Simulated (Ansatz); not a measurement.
`N[SiH2]C(F)[SiH3]` and `F[CH]([SiH3])[GaH2]` differ in one atom or group.

Ansatz, PBE0-D4/def2-TZVP geometries, multiplicity 1. Each molecule was computed in one conformer, which needn't be the lowest.

Scalar relativity is left out up to krypton.

| property | `N[SiH2]C(F)[SiH3]` |
| --- | --- |
| HOMO energy (PBE0/def2-TZVPP) / eV | -7.42 |
| LUMO energy (B3LYP/def2-TZVPP) / eV | 0.01 |
| HOMO energy (B3LYP/def2-TZVPP) / eV | -7.21 |
| HOMO–LUMO gap (PBE/def2-TZVPP) / eV | 5.48 |
| HOMO–LUMO gap (ωB97M-V/def2-TZVPP) / eV | 11.54 |
| LUMO energy (PBE/def2-TZVPP) / eV | -0.56 |

(1) Give the same properties after the change, and the shifts. (Best estimate.)

Answers

(1) The calculation gave: 
```json
{"property": "HOMO energy (PBE0/def2-TZVPP) / eV", "`F[CH]([SiH3])[GaH2]`": "-7.66", "shift": "-0.24"}
{"property": "LUMO energy (B3LYP/def2-TZVPP) / eV", "`F[CH]([SiH3])[GaH2]`": "-2.08", "shift": "-2.09"}
{"property": "HOMO energy (B3LYP/def2-TZVPP) / eV", "`F[CH]([SiH3])[GaH2]`": "-7.45", "shift": "-0.24"}
{"property": "HOMO–LUMO gap (PBE/def2-TZVPP) / eV", "`F[CH]([SiH3])[GaH2]`": "3.77", "shift": "-1.71"}
{"property": "HOMO–LUMO gap (ωB97M-V/def2-TZVPP) / eV", "`F[CH]([SiH3])[GaH2]`": "9.74", "shift": "-1.80"}
{"property": "LUMO energy (PBE/def2-TZVPP) / eV", "`F[CH]([SiH3])[GaH2]`": "-2.59", "shift": "-2.03"}
```

With PBE0 the HOMO falls by 0.24 eV and the LUMO falls by 2.07 eV, so the gap narrows by about 1.83 eV. PBE moves the HOMO by -0.32 eV and ωB97M-V by -0.12 eV.

B3LYP here is the variant with VWN-RPA as its local correlation; programs differ in this.
